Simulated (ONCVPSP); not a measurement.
# oxygen (O): one change to an ONCV potential, before and after

O, optimised norm-conserving Vanderbilt (ONCV), made with ONCVPSP 4.0.1 (PBE, scalar-relativistic). Core [He], reference 2s2 2p4. Waves: 2s: rc 0.60 bohr, ncon 4, nbas 7, qcut 9.4 1/bohr, 3 projectors, debl 0.7 Ha; 2p: rc 1.30 bohr, ncon 4, nbas 7, qcut 11.6 1/bohr, 2 projectors, debl 1.1 Ha; d scattering state at 0.06 Ha: rc 1.40 bohr, ncon 5, nbas 8, qcut 5.8 1/bohr, 2 projectors, debl 2.7 Ha. Local part: polynomial inside 0.40 bohr (lpopt 1, dvloc0 0 Ha). Core correction: none.

In the s channel the program set the typed energies aside and used -0.881, 0.250, 0.950 Ha.

All-electron outer shells of the reference configuration (PBE, scalar-relativistic, ld1.x):

```csv
shell,level (eV),outermost node (bohr),outermost maximum (bohr)
1s,-514.70,–,0.13
2s,-23.96,0.28,0.87
2p,-9.03,–,0.82
```

Change: s: qcut 5.6.

Cutoffs: the cutoffs (Ha) at which the residual kinetic energy of the hardest occupied pseudo-wave falls to 1 and 0.1 mHa per electron; they do not see the model core or the augmentation charge, which bear on the density cutoff. Errors are all-electron minus pseudo energies relative to the spin-unpolarised reference configuration.

Task: How do hardness, ghosts and transferability respond?

Result: The potential gets softer (267 Ha and 345 Ha → 154 Ha and 323 Ha); both files keep a bound ghost (s); of the 4 tests that both files solve, the error grows in 1 and shrinks in 0 by more than 15 % and 0.3 meV (median size 44.4 → 48.2 meV). The waves are optimised to have the least kinetic energy above qcut, so the cutoff follows it (qcut²/2 in Ha).

```tsv
quantity	base	changed
cutoff, loose	267 Ha	154 Ha
cutoff, tight	345 Ha	323 Ha
loose cutoff by channel	s 267 Ha, p 41 Ha	s 154 Ha, p 41 Ha
bound ghosts	s	s
GHOST(+) flags under 300 eV	d at 53.7 eV	d at 53.7 eV
error for 2s2 2p3, meV [ΔE 16.43 eV]	+8.2	+8.8
error for 2s2 2p2, meV [ΔE 50.02 eV]	+80	+85
error for 2s2 2p1, meV [ΔE 103.89 eV]	+356	+378
error for 2s1 2p5, meV [ΔE 14.95 eV]	+8.8	+11
s: phases at 0.61 bohr within 0.05 rad from the reference energy up to (Ha; the scan ends near 5)	to the end of the scan	to the end of the scan
p: phases at 1.32 bohr within 0.05 rad from the reference energy up to (Ha; the scan ends near 5)	to the end of the scan	to the end of the scan
d: phases at 1.42 bohr within 0.05 rad from the reference energy up to (Ha; the scan ends near 5)	2.0	2.0
```

 A true bound ghost makes a file unfit for plane-wave use even where its test errors are small: the radial tests pick states by their node count and pass the ghost by.
